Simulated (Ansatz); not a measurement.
Molecule: sum formula H6Si2O (charge 0, singlet). SMILES: [SiH3]O[SiH3]
Structure (B3LYP-D3(BJ)/def2-TZVP (Ansatz, a quantum-chemistry and plane-wave program) minimum search):
```xyz
9

Si     1.5118     0.1910     0.4197
O      0.0885    -0.0525    -0.3506
Si    -1.5428    -0.1727    -0.2969
H      1.5185     1.5233     1.0684
H      1.7159    -0.8506     1.4536
H      2.5993     0.1196    -0.5787
H     -2.0337    -0.4553    -1.6621
H     -2.1310     1.0969     0.1908
H     -1.9430    -1.2713     0.6133
```

Computed values are from Ansatz. Valence correlation only, unless marked. UHF or UKS for open shells. Spin-orbit coupling is left out. No relativistic terms. Basis-set limits of correlation are two-point, X^-3; Hartree-Fock from the larger set. [CCSD(T)-MP2]/basis is that difference in the basis named.

What is the T1 diagnostic at CCSD/aug-cc-pV(Q+d)Z?

0.011.

What is the vertical ionisation energy (to the doublet) at RI-MP2/CBS(aug-cc-pV(T+d)Z,aug-cc-pV(Q+d)Z)+[CCSD(T)-MP2]/aug-cc-pV(T+d)Z?

11.51 eV.

What is the total energy at CCSD(T)/CBS(aug-cc-pV(T+d)Z,aug-cc-pV(Q+d)Z)?

-656.9993 Eh.

What is the vertical triplet-singlet gap at RI-MP2/CBS(aug-cc-pV(T+d)Z,aug-cc-pV(Q+d)Z)+[CCSD(T)-MP2]/aug-cc-pV(T+d)Z?

7.34 eV.

What is the dipole moment at CCSD(T)/aug-cc-pV(D+d)Z?

0.26 D.
